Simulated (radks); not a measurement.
The numbers below are computed, except where a source is named.
Effect of the nuclear size on neutral thulium, [Xe] 4f13 6s2. Code: a radial shooting solver on a logarithmic mesh with Libxc functionals. Model: Dirac Kohn-Sham, exchange-only LDA, spin-unpolarised, spherical densities, finite nucleus; open shells are shared between the two j in proportion to 2j + 1; Fermi nuclear charge, rms radius 5.2256 fm. The rms radius is varied about that value; shifts are against it.

| rms radius (fm) | total energy shift (eV) | density at nucleus (e/bohr^3) | 1s1/2 shift (meV) | 2s1/2 shift (meV) | 4p1/2 shift (meV) | 5s1/2 shift (meV) | 5p1/2 shift (meV) | 6s1/2 shift (meV) | 4f7/2 shift (meV) |
|---|---|---|---|---|---|---|---|---|---|
| 4.609 | -7.76 | 9.819e+05 | -3170 | -427 | 0.168 | -3.28 | 0.312 | -0.117 | 0.544 |
| 4.8128 | -5.27 | 9.693e+05 | -2160 | -290 | 0.114 | -2.23 | 0.212 | -0.080 | 0.369 |
| 5.2256 | 0 | 9.458e+05 | 0.000 | 0.000 | 0.000 | 0.000 | 0.000 | 0.000 | 0.000 |
| 5.5391 | 4.20 | 9.295e+05 | 1720 | 232 | -0.090 | 1.78 | -0.169 | 0.064 | -0.295 |
| 6.046 | 11.4 | 9.055e+05 | 4650 | 626 | -0.243 | 4.81 | -0.456 | 0.172 | -0.796 |

Slopes of the eigenvalues against <r^2> in GHz/fm^2, as finite differences over the two radii next to the reference (eigenvalue slopes, not the field-shift constants of lines): 1s1/2 125000, 2s1/2 16800, 4p1/2 -6.58, 5s1/2 129, 5p1/2 -12.2, 6s1/2 4.61, 4f7/2 -21.4.
